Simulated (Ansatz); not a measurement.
`[OH][Sn]([F])([F])[Br]`. Charge 0, multiplicity 1. Sn takes the def2 core potential. Geometry: relaxed with PBE0-D4/def2-TZVP. It is one conformer, not always the lowest.

```xyz
6

O    -0.083   -1.401    0.757
Sn   -0.170    0.255   -0.220
F    -1.990    0.497   -0.653
F     0.737    0.068   -1.872
Br    0.704    2.204    0.927
H     0.802   -1.623    1.061
```

Problem. What is the dipole moment at ωB97M-V/def2-TZVPP? (Best estimate.)

Solution. Ansatz gave: 2.84 D, with components (2.01, -0.02, 2.01) D in this frame, pointing from negative to positive charge.

Problem. And with PBE, r2SCAN, B3LYP? (Estimate.)

Solution. Ansatz gave: PBE 2.72 D, r2SCAN 2.77 D, B3LYP 2.87 D.

Problem. Give the Mulliken charges with ωB97M-V, r2SCAN, PBE in def2-TZVPP. (Estimate.)

Solution. Computed: 
```
atom  ωB97M-V  r2SCAN    PBE
  O1    -0.47   -0.49  -0.44
 Sn2     1.40    1.42   1.30
  F3    -0.44   -0.44  -0.40
  F4    -0.44   -0.44  -0.40
 Br5    -0.23   -0.26  -0.25
  H6     0.18    0.21   0.19
```

B3LYP here is the variant with VWN-RPA as its local correlation; programs differ in this.
